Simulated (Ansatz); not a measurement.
## Redistribution: C2H2FI + C2H4I2 → C2HFI2 + C2H5I

Species: C2H2FI `F/C=C/I`, singlet; C2H4I2 `ICCI`, singlet; C2HFI2 `F/C(I)=C\I`, singlet; C2H5I `CCI`, singlet. The partners trade H for I; both sit on C, so the bond types are kept.

Shapes, held fixed at every level: PBE0-D4/def2-TZVP. Flexible molecules stand in one conformer, not always the lowest. Programs: Ansatz 0.2.0. The zero-point and thermal change to 298 K, harmonic and unscaled (PBE0-D4/def2-TZVP), is -1.2 kJ/mol.

(1) Estimate ΔH(298 K) of this reaction.

Answers

(1) The highest level, CCSD(T)/def2-TZVPP, gives ΔH(298 K) = +10.8 kJ/mol; the levels span +4.1 to +11.6. The column of differences is taken from that level and isn't an error. No measured value is set beside it here. For atoms past krypton def2 sets carry core potentials with scalar relativity. Correlated rows may include outer-core shells of I, which these sets cover unevenly.

| level | kind | ΔH(298 K) (kJ/mol) | less CCSD(T)/def2-TZVPP |
| --- | --- | --- | --- |
| r2SCAN-D4/def2-TZVPP | meta-GGA | +4.1 | -6.7 |
| B3LYP-D4/def2-TZVPP | global hybrid | +7.6 | -3.2 |
| BHLYP-D4/def2-TZVPP | global hybrid | +11.6 | +0.8 |
| B2PLYP/def2-TZVPP | double hybrid | +8.7 | -2.1 |
| MP2/def2-TZVPP | perturbation theory | +8.3 | -2.5 |
| CCSD(T)/def2-SVP | coupled cluster or CI | +8.6 | -2.2 |
| CCSD/def2-SVP | coupled cluster or CI | +10.6 | -0.2 |
| CCSD(T)/def2-TZVPP | coupled cluster or CI | +10.8 | 0.0 |
